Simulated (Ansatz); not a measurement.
H2Be, triplet, at a GFN2-xTB geometry (such geometries of metal compounds can be far from the true shape) (a higher spin typed on purpose: for a closed-shell molecule this is an excited state); WB97X/STO-3G (Ansatz, a first-principles code).

Ansatz was given this input:
Ansatz 0.2 input:
```yaml
crystal:
  periodic: [false, false, false]
  atoms:
    - {symbol: Be, position_ang: [-0.05315013, 0.26940729, 0.24031424]}
    - {symbol: H, position_ang: [0.48591557, -1.04044807, 0.16569329]}
    - {symbol: H, position_ang: [-0.27331505, -0.03718111, -1.12695024]}
basis:
  gaussian:
    orbitals: STO-3G
hamiltonian:
  xc: {name: wB97X}
magnetization: {spin_polarized: true, initial_magnetization: 2}
accuracy: high
```

The log (banner, timings and long lists left out):

```
Functional definition: wB97X
92 factors; integrals over basis functions are off by at most 5.2e-8 eV
85 factors; integrals over basis functions are off by at most 2.9e-8 eV
mean field evaluation 1: about -422.0388 eV, gradient 4.7e0 eV
mean field evaluation 2: about -422.4413 eV, gradient 1.8e0 eV
mean field evaluation 4: about -422.5369 eV, gradient 2.6e-1 eV
mean field evaluation 8: about -422.5285 eV, gradient 3.5e-3 eV
mean field evaluation 16: about -422.5285 eV, gradient 4.2e-8 eV
mean field -422.52846775 eV, -15.5276347899 hartree, gradient 3.5e-9 eV, S^2 2.004628; 0 other end points of the search recorded, 0 dependent functions left out
reference -422.52846757 eV, -15.5276347830 hartree; 4, 2 occupied and 3, 5 virtual orbitals, 92 factors
Total energy: -422.52846757 eV, -15.5276347830 hartree
```
